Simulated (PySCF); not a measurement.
Spectrum to structure. The calculation used TDDFT CAM-B3LYP/def2-SVPD, vertical, gas phase, core orbitals frozen in the response (PySCF 2.14.0, density-fitted response routines). Geometries: GFN2-xTB, one conformer each.

```tsv
state	E (eV)	f
S1	4.02	0.0004
S2	5.95	0.047
S3	6.20	0.026
S4	6.38	0.116
S5	6.64	0.032
S6	7.00	0.015
S7	7.02	0.0031
S8	7.25	0.031
```

Triplets computed (Tamm–Dancoff): 3.41, 4.09, 5.05 eV.

Problem. Which structure fits? All have the formula C4H9NOSi.
A. `C=C([SiH3])CNC=O`
B. `CN[Si@@H]1C=CCO1`
C. `C=N[SiH2]C(=C)OC`
D. `C(C(=O)N)/C=C\[SiH3]`

Solution. C. Its S1, at 4.02 eV, is the lowest among the candidates; the nearest of the others has S1 at 5.53 eV. S1 is HOMO-1→LUMO (88%). Löwdin shares by element: HOMO carbon 54% or more, oxygen 25%, nitrogen 4% (atoms not listed hold the other 17%); LUMO carbon 38% or more, nitrogen 31%, hydrogen 14% or more (atoms not listed hold the other 17%). At the same level the other candidates give, for their lowest levels:
- `CN[Si@@H]1C=CCO1`: 5.95 eV (f 0.016); 6.32 eV (f 0.001); 6.79 eV (f 0.068); 6.91 eV (f 0.171); 7.23 eV (f 0.005); T1 4.43 eV; HOMO -8.13, LUMO 0.97 eV
- `NC(=O)C/C=C\[SiH3]`: 5.53 eV (f 0.023); 6.46 eV (f 0.179); 6.75 eV (f 0.002); 6.92 eV (f 0.038); 7.02 eV (f 0.003); T1 4.12 eV; HOMO -8.74, LUMO 0.19 eV
- `C=C([SiH3])CNC=O`: 5.76 eV (f 0.001); 6.48 eV (f 0.049); 6.99 eV (f 0.006); 7.14 eV (f 0.384); 7.21 eV (f 0.059); T1 4.35 eV; HOMO -8.98, LUMO 0.64 eV

The values belong to the conformer `[CH2:1]=[N:2][SiH2:3][C:4](=[CH2:5])[O:6][CH3:7]`: C1–N2–Si3–C4 117°, N2–Si3–C4–C5 58°, Si3–C4–O6–C7 180°.
